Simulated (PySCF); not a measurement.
An unknown is described by computed data only.

Formula: C5H10OS.

- 1H NMR: chemical shifts (computed TMS as zero) by class: 2.93 (2 H), 2.11 (2 H), 1.81 (2 H), 1.44 (1 H), 1.37 (2 H), 1.14 (1 H) ppm [GIAO PBE0/pcSseg-1]
- Dipole: 4.89 D [PBE0/def2-SVPD]
- UV, first state: lowest singlet excitation: 5.60 eV (222 nm, f = 0.006) [TDDFT PBE0/def2-SVPD]
- Triplet: lowest triplet excitation (Tamm–Dancoff): 4.95 eV [TDA PBE0/def2-SVPD]
- UV, strongest line: among the 10 lowest singlet transitions: S4 at 6.45 eV (192 nm, f = 0.067) [TDDFT PBE0/def2-SVPD]
- 13C NMR: chemical shifts (computed TMS as zero) by class: 58.5 (2 C), 27.0 (1 C), 24.8 (2 C) ppm [GIAO PBE0/pcSseg-1]
- NMR, other nuclei: isotropic shieldings of nuclei other than C and H, by class: 257 (1 O), 196 (1 S) ppm [GIAO PBE0/pcSseg-1]
- Polarisability: 82.5 au [PBE0/def2-SVPD]
- Rotational structure: rotational constants A, B, C: 3.921, 1.849, 1.398 GHz [PBE0-D3(BJ)/def2-SVP]
- Valence photoelectron: vertical ionisation energy: 8.56 eV [ΔSCF PBE0/def2-SVPD]

Electronic properties: PySCF, gas phase, density fitting. Levels stand in brackets. One conformer (not necessarily the lowest) at the PBE0-D3(BJ)/def2-SVP geometry, without solvent, vibrations or thermal averaging. Each NMR value is the plain mean over a class of atoms that symmetry, rotation or inversion makes alike.

**Question.** Propose a structure and show how it fits.

**Answer.** Numbering: `[O:1]=[S:2]1[CH2:3][CH2:4][CH2:5][CH2:6][CH2:7]1`. 5 carbons fall into 3 classes; from least to most shielded: ring sp3 carbon bound to sulfur [C3/C7] (58.5 ppm, 2 C), ring CH2 carbon [C5] (27.0 ppm), ring CH2 carbon [C4/C6] (24.8 ppm, 2 C). Hydrogen classes from least to most shielded: 2 H on 2 like atoms (sp3 carbon bound to sulfur), C3/C7 (2.93 ppm), 2 H on 2 like atoms (sp3 carbon bound to sulfur), C3/C7 (2.11 ppm), 2 H on 2 ring CH2 carbons, C4/C6 (1.81 ppm), 1 H on a ring CH2 carbon, C5 (1.44 ppm), 2 H on 2 ring CH2 carbons, C4/C6 (1.37 ppm), 1 H on a ring CH2 carbon, C5 (1.14 ppm). The other shieldings belong to: 257 ppm, sulfinyl oxygen [O1]; 196 ppm, sulfinyl sulfur [S2]. The first electron is taken from the HOMO, whose largest Löwdin shares are 0.52 on the sulfinyl oxygen, 0.29 on the sulfinyl sulfur and 0.07 on each of 2 atoms of one kind (sp3 carbon bound to sulfur). The optimised geometry has point group Cs and is an asymmetric top. Structure: `O=S1CCCCC1`. The assignments are read from this structure; whether some other isomer fits the data as well wasn't checked.
